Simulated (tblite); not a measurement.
Compound: C5H12BNSi.
Bonds: C1–C2 (double), C2–Si3, C2–C4, C4–N5 (double), N5–B6, B6–C7, B6–C8. Hydrogens: H9, H10 on C1; H11, H12, H13 on Si3; H14 on C4; H15, H16, H17 on C7; H18, H19, H20 on C8.

Computed with GFN2-xTB (tblite), gas phase: L-BFGS steps from a force-field or distance-geometry start until the largest atomic force falls under 0.01 eV/Å.

Step 0: E = -615.9600 eV
```
atom  x, y, z in Å  |  force x, y, z in eV/Å
C1      2.7958    0.8948   -1.3765   -0.581   0.282  -0.305
C2      2.0014    0.2414   -0.5303   -0.637   0.134   0.028
Si3     2.8015   -0.8347    0.7824   -0.788  -0.621   0.672
C4      0.5404    0.4109   -0.5877   -0.890  -1.848   2.301
N5     -0.2303   -0.2138    0.2719    0.051   1.161  -1.483
B6     -1.7603   -0.1075    0.2849    1.567   0.071  -0.068
C7     -2.5409    0.8055   -0.7678   -0.153   0.092   0.546
C8     -2.5505   -0.9231    1.3938   -0.203  -0.060  -0.328
H9      2.3682    1.5414   -2.1327    0.216   0.062  -0.075
H10     3.8612    0.8027   -1.3303    0.170   0.038  -0.113
H11     2.8824   -0.0772    2.0350    0.053   0.037  -0.034
H12     1.9700   -2.0374    0.9930    0.219   0.218  -0.066
H13     4.1342   -1.2345    0.3590    0.225   0.017  -0.133
H14     0.1215    1.0484   -1.3431   -0.025   0.483  -0.599
H15    -2.2160    1.8656   -0.6585   -0.293  -0.722  -0.323
H16    -2.3298    0.4489   -1.7810   -0.135   0.352   0.136
H17    -3.6345    0.7523   -0.5840    0.701   0.178  -0.317
H18    -2.2313   -0.6082    2.3987   -0.151  -0.327  -0.371
H19    -3.6495   -0.7566    1.2964    0.835  -0.273   0.234
H20    -2.3387   -2.0081    1.2738   -0.182   0.727   0.299
```

Step 1: E = -616.1118 eV
```
atom  x, y, z in Å  |  force x, y, z in eV/Å
C1      2.7875    0.8988   -1.3809   -0.374  -0.083   0.135
C2      1.9923    0.2433   -0.5299   -0.128  -0.030   0.169
Si3     2.7902   -0.8436    0.7920   -0.344  -0.251   0.272
C4      0.5277    0.3845   -0.5549    0.577   0.666  -0.961
N5     -0.2296   -0.1972    0.2508   -1.554  -0.641   0.937
B6     -1.7379   -0.1064    0.2839    0.784   0.092  -0.047
C7     -2.5431    0.8068   -0.7600    0.235  -0.210   0.268
C8     -2.5535   -0.9239    1.3891    0.334   0.169  -0.290
H9      2.3713    1.5423   -2.1338    0.065   0.207  -0.242
H10     3.8636    0.8032   -1.3319   -0.202   0.052  -0.105
H11     2.8832   -0.0767    2.0345    0.036   0.040   0.029
H12     1.9732   -2.0343    0.9920    0.023  -0.049   0.000
H13     4.1374   -1.2343    0.3571   -0.015   0.062  -0.042
H14     0.1212    1.0553   -1.3517    0.327  -0.054   0.027
H15    -2.2201    1.8553   -0.6631   -0.185  -0.376  -0.248
H16    -2.3317    0.4539   -1.7791   -0.128   0.338   0.229
H17    -3.6245    0.7548   -0.5885    0.340   0.116  -0.168
H18    -2.2334   -0.6129    2.3934   -0.123  -0.272  -0.303
H19    -3.6376   -0.7605    1.2997    0.452  -0.161   0.115
H20    -2.3413   -1.9978    1.2781   -0.120   0.386   0.226
```

Step 2: E = -616.1752 eV
```
atom  x, y, z in Å  |  force x, y, z in eV/Å
C1      2.7801    0.8990   -1.3804   -0.104  -0.046   0.076
C2      1.9878    0.2435   -0.5276   -0.107  -0.125   0.254
Si3     2.7823   -0.8495    0.7985   -0.097  -0.057   0.112
C4      0.5314    0.3852   -0.5574   -0.329   0.138  -0.177
N5     -0.2497   -0.2005    0.2566   -0.042  -0.046   0.045
B6     -1.7208   -0.1049    0.2830    0.030   0.071   0.014
C7     -2.5407    0.8044   -0.7541    0.331  -0.271   0.096
C8     -2.5500   -0.9220    1.3839    0.449   0.249  -0.236
H9      2.3731    1.5453   -2.1373    0.027   0.171  -0.199
H10     3.8617    0.8041   -1.3338   -0.357   0.050  -0.087
H11     2.8839   -0.0760    2.0347    0.025   0.043   0.049
H12     1.9744   -2.0340    0.9917   -0.100  -0.213   0.032
H13     4.1382   -1.2334    0.3560   -0.141   0.088   0.000
H14     0.1253    1.0567   -1.3539    0.313  -0.111   0.091
H15    -2.2238    1.8472   -0.6678   -0.093  -0.126  -0.181
H16    -2.3340    0.4598   -1.7755   -0.092   0.264   0.175
H17    -3.6170    0.7571   -0.5921    0.147   0.055  -0.064
H18    -2.2357   -0.6179    2.3879   -0.055  -0.191  -0.182
H19    -3.6280   -0.7638    1.3022    0.240  -0.077   0.029
H20    -2.3437   -1.9895    1.2824   -0.046   0.133   0.153
```

**Question.** Estimate the geometry and energy of step 3. (The exact step hangs on the optimiser's Hessian estimate; all steps are aligned on step 2, rigid shifts and turns removed.)

**Answer.** E = -616.2031 eV, largest force 0.386 eV/Å
```
atom  x, y, z in Å  |  force x, y, z in eV/Å
C1      2.7747    0.8985   -1.3793   -0.247  -0.036   0.077
C2      1.9833    0.2414   -0.5219   -0.091  -0.005   0.075
Si3     2.7766   -0.8536    0.8038    0.007   0.015   0.045
C4      0.5250    0.3854   -0.5584   -0.160  -0.004   0.015
N5     -0.2573   -0.2009    0.2573    0.379   0.019  -0.070
B6     -1.7121   -0.1029    0.2829   -0.277   0.044   0.025
C7     -2.5337    0.7985   -0.7495    0.158  -0.133   0.039
C8     -2.5404   -0.9166    1.3771    0.258   0.154  -0.143
H9      2.3745    1.5497   -2.1424    0.026   0.057  -0.062
H10     3.8545    0.8054   -1.3362   -0.284   0.026  -0.057
H11     2.8847   -0.0749    2.0357    0.017   0.037   0.063
H12     1.9733   -2.0377    0.9921   -0.139  -0.265   0.048
H13     4.1361   -1.2314    0.3554   -0.190   0.091   0.021
H14     0.1327    1.0557   -1.3538    0.203  -0.046   0.016
H15    -2.2273    1.8410   -0.6733   -0.005   0.015  -0.116
H16    -2.3367    0.4675   -1.7707   -0.014   0.139   0.005
H17    -3.6106    0.7592   -0.5950    0.098  -0.003   0.004
H18    -2.2378   -0.6237    2.3819    0.048  -0.086  -0.023
H19    -3.6189   -0.7668    1.3040    0.174  -0.008  -0.038
H20    -2.3456   -1.9831    1.2872    0.040  -0.011   0.076
```

The energy changes by -0.0279 eV. The first-order estimate −F·Δx gives -0.0404 eV and the mean of the old and new forces, exact on a quadratic surface, -0.0279 eV. The step makes an angle of 26° with the force vector and moves no atom by more than 0.013 Å.

The cost below is that of the whole relaxation. Hardware: Intel Xeon at 2.50 GHz, one thread, shared host with 64 logical CPUs at a one-minute load of 61. Cost: 5.4 s.
